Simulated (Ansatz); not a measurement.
H2Te3 (Te3H2), relaxed as a singlet with RKS PBE0-D4/def2-SVP in Ansatz, starting from the GFN2-xTB geometry. Force threshold 0.02 eV/Å.

In the def2 sets Te takes a core potential; there is no spin–orbit coupling.

Start:

```xyz
5

Te    0.449   -0.239   -2.065
Te   -0.708   -1.116    0.212
Te   -0.101    0.804    2.011
H     1.816   -1.131   -1.840
H    -1.456    1.683    1.683
```

Problem. Estimate the energy that the relaxation releases and the steps that it takes.

Solution. 0.5 kcal/mol, in 6 steps; 6.5 s on 4 threads of AMD EPYC 9B45 on a shared host. No frequencies were taken in this run, so the end may be a saddle point.

Problem. Does the start keep its bonding?

Solution. By distances, no bond broke or formed. The bond that changes most is Te1–H4, from 1.65 to 1.67 Å (atoms count from 1).

Problem. Predict the relaxed structure.

Solution. 
Cartesian coordinates in Å:
```
Te 0.4189 -0.3034 -2.1108
Te -0.7459 -1.1349 0.2034
Te -0.1081 0.7782 2.0300
H 1.8720 -1.0759 -1.8293
H -1.4368 1.7360 1.7066
```
Bond lengths: 2 × Te–Te 2.72 Å; 2 × H–Te 1.67 Å.
